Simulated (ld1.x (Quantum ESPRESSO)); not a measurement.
# How hard is this Si (Z = 14) TM potential?

* Element: silicon
* Generator: ld1.x (Quantum ESPRESSO) 7.5
* Type: norm-conserving Troullier–Martins (Kleinman–Bylander form)
* Functional: PBE
* Relativity: scalar-relativistic
* Frozen core: [Ne]
* Valence charge: 4
* Reference configuration: 3s1 3p3
* Partial waves: 3s (bound): rc 1.45 bohr; 3p (bound): rc 1.65 bohr; 3d channel at 0.2 Ry: rc 1.45 bohr
* Local potential: all-electron potential smoothed inside 1.55 bohr (lloc = -2)
* Core correction: Bessel-smoothed model core inside 0.75 bohr

The pseudo-atom Hamiltonian at the reference potential is diagonalised in spherical Bessel functions j_l(qr) that vanish at 20 bohr, with q² up to the cutoff. All-electron valence levels (Ry): 3s -0.8498, 3p -0.3431.

How do the lowest levels (Ry) of each channel move with the cutoff, and are there ghosts?

```json
{"cutoff (Ry)": "8", "s #1": "-0.8215", "p #1": "-0.3421", "p #2": "0.0226", "d #1": "0.0535", "f #1": "0.1100", "Σ f·Δε (mRy)": "31.5"}
{"cutoff (Ry)": "10", "s #1": "-0.8346", "p #1": "-0.3422", "p #2": "0.0225", "d #1": "0.0534", "f #1": "0.1100", "Σ f·Δε (mRy)": "18.1"}
{"cutoff (Ry)": "12", "s #1": "-0.8411", "p #1": "-0.3422", "p #2": "0.0225", "d #1": "0.0532", "f #1": "0.1100", "Σ f·Δε (mRy)": "11.5"}
{"cutoff (Ry)": "15", "s #1": "-0.8432", "p #1": "-0.3423", "p #2": "0.0225", "d #1": "0.0532", "f #1": "0.1100", "Σ f·Δε (mRy)": "9.1"}
{"cutoff (Ry)": "18", "s #1": "-0.8434", "p #1": "-0.3423", "p #2": "0.0225", "d #1": "0.0531", "f #1": "0.1100", "Σ f·Δε (mRy)": "8.9"}
{"cutoff (Ry)": "21", "s #1": "-0.8439", "p #1": "-0.3423", "p #2": "0.0225", "d #1": "0.0530", "f #1": "0.1100", "Σ f·Δε (mRy)": "8.4"}
{"cutoff (Ry)": "30", "s #1": "-0.8469", "p #1": "-0.3427", "p #2": "0.0225", "d #1": "0.0529", "f #1": "0.1100", "Σ f·Δε (mRy)": "4.0"}
{"cutoff (Ry)": "35", "s #1": "-0.8485", "p #1": "-0.3429", "p #2": "0.0225", "d #1": "0.0528", "f #1": "0.1100", "Σ f·Δε (mRy)": "1.8"}
{"cutoff (Ry)": "40", "s #1": "-0.8491", "p #1": "-0.3430", "p #2": "0.0225", "d #1": "0.0528", "f #1": "0.1100", "Σ f·Δε (mRy)": "1.0"}
{"cutoff (Ry)": "45", "s #1": "-0.8492", "p #1": "-0.3431", "p #2": "0.0225", "d #1": "0.0528", "f #1": "0.1100", "Σ f·Δε (mRy)": "0.7"}
{"cutoff (Ry)": "50", "s #1": "-0.8492", "p #1": "-0.3431", "p #2": "0.0225", "d #1": "0.0528", "f #1": "0.1100", "Σ f·Δε (mRy)": "0.7"}
{"cutoff (Ry)": "400", "s #1": "-0.8498", "p #1": "-0.3431", "p #2": "0.0225", "d #1": "0.0528", "f #1": "0.1100", "Σ f·Δε (mRy)": "0.0"}
```

Result: no extra level below or beside the all-electron valence levels (s, p, d, f tested); 10 mRy is reached at 15 Ry and 1 mRy at 40 Ry.
